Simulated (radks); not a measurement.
Fractional charge and spin in the 5s shell of antimony: the spin-up occupation runs from 0 to 1 and the spin-down occupation from 0 to 1; the fullest corner is Sb, [Kr] 4d10 5p(up 1.5, down 1.5) 5s(up 1, down 1). All-electron calculation, scalar-relativistic Kohn-Sham, r2SCAN, spin-polarised, spherical densities, finite nucleus; meta-GGA in the generalised Kohn-Sham scheme; Fermi nuclear charge, rms radius of each element as measured or else 0.836 A^(1/3) + 0.57 fm. Program: a radial shooting solver on a logarithmic mesh with Libxc functionals. Energy (eV) minus the two flat planes that join the four corners (they meet along the diagonal where the two added fractions sum to one electron); zero is where a piecewise linear energy would lie.

down \ up       0    0.25     0.5    0.75       1
0           0.000  -0.804  -1.068  -0.799   0.000
0.25       -0.804  -0.961  -0.589   0.306  -0.727
0.5        -1.068  -0.589   0.408  -0.528  -0.962
0.75       -0.799   0.306  -0.528  -0.865  -0.716
1           0.000  -0.727  -0.962  -0.716   0.000

Corners above the fullest one (they belong to Sb+ and the next ion): (up 1, down 0) 17.028 eV, (up 0, down 1) 17.028 eV, (up 0, down 0) 43.832 eV. With half an added electron in each spin the energy lies 0.408 eV from the planes, and with half an added electron in spin up alone -1.068 eV. The planes are only a guide here: the flat-plane condition holds for ground states with one frontier orbital, while this shell lies below other occupied shells, so the corners above the fullest one are inner-hole states and not the ground states of those ions.
